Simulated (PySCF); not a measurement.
Arsine, AsH3.
Numbering: `[AsH3:1]` (hydrogens: H2, H3, H4 on As1)

Structure used (PBE0-D3(BJ)/def2-SVP), in Å, numbered top down from 1:
```xyz
4
AsH3 angstrom
As     0.048   -0.030    0.648
H     -0.141    1.244   -0.170
H     -0.966   -0.789   -0.200
H      1.207   -0.487   -0.232
```

Computed, not measured: PBE0-D3(BJ)/def2-SVP geometry optimisation, gas phase (PySCF 2.14.0).

Masses are those of the commonest isotopes; rigid-rotor values at the optimised geometry. 

Problem. Give the principal moments of inertia and the rotational constants in MHz.

Solution. Ia = 4.52, Ib = 4.52, Ic = 4.85 u·Å²; 505379 MHz·u·Å²/I gives A = 111787, B = 111768, C = 104152 MHz.

Problem. Classify the top.

Solution. An oblate symmetric top, as the point group C3v requires two equal moments; the computed ones differ by 0.02 % because the geometry is symmetric only within the optimiser's tolerance; Ray's κ = 0.995.

Problem. Is it planar, by Δ = Ic − Ia − Ib?

Solution. Not planar: Δ = Ic − Ia − Ib = -4.19 u·Å². For a rigid frame Δ = −2 Σ m c², so Σ m c² = 2.10 u·Å² lies off the ab plane: 2.01 from hydrogen and 0.08 from heavier atoms. The atom farthest from that plane is 0.82 Å away.

Problem. Give the other two planar moments, Paa and Pbb, and the rms extents of the mass along the axes.

Solution. Paa = Σ m a² = (Ib + Ic − Ia)/2 = 2.43 and Pbb = Σ m b² = (Ia + Ic − Ib)/2 = 2.43 u·Å². With the mass M = 77.95 u, the rms extents √(P/M) along a, b and c are 0.18, 0.18, 0.16 Å.

Problem. Where do the R-branch lines fall?

Solution. The dipole of 0.50 D lies along the symmetry axis, so ΔK = 0 and J+1 ← J falls at 2B(J+1) for every K: 223.56 GHz, 447.11 GHz, 670.67 GHz, 894.22 GHz, 1117.78 GHz for J = 0 to 4.

Problem. Estimate the classical rotational partition function at 100 K.

Solution. Point group C3v, symmetry number σ = 3; q = (√π/σ)·√((kT/h)³/(ABC)), k/h = 20836.6 MHz/K: 49.3 at 100 K.

No frequency check. Constants of a rigid frame at the computed geometry: no zero-point averaging, no centrifugal distortion.

On an Arm Neoverse V1 with one thread, no GPU (shared host), this took 2.5 s of wall time and 0.26 GiB of memory at its peak. This is the geometry optimisation.
